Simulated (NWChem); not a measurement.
Molecule: CH₄Cl₂OSn; SMILES [CH3][Sn]([OH])([Cl])[Cl]

```xyz
9

C     -1.9548    -0.0185     1.2757
Sn    -0.3017     0.0183    -0.0529
O     -0.9582    -0.0561    -1.9055
Cl     1.1691    -1.7818     0.2649
Cl     1.0115     1.9496     0.1708
H     -1.9469     0.9001     1.8762
H     -1.8686    -0.9001     1.9235
H     -2.8696    -0.0742     0.6707
H     -0.2482    -0.0425    -2.5590
```
Atoms are numbered in this order, from 1.

Results from NWChem. All runs use the structure optimised with PBE0/def2-SVP. No frequency run checked for a minimum. def2 effective core potentials on Sn; no spin-orbit coupling. Field at 589 nm.

Problem. Predict the results for B3LYP/def2-SVP (core potentials). Quantities: isotropic polarisability (bohr³); anisotropy (bohr³).

Solution. 
| Item | Result |
|---|---|
| isotropic polarisability (bohr³) | 66.6 |
| anisotropy (bohr³) | 12.7 |
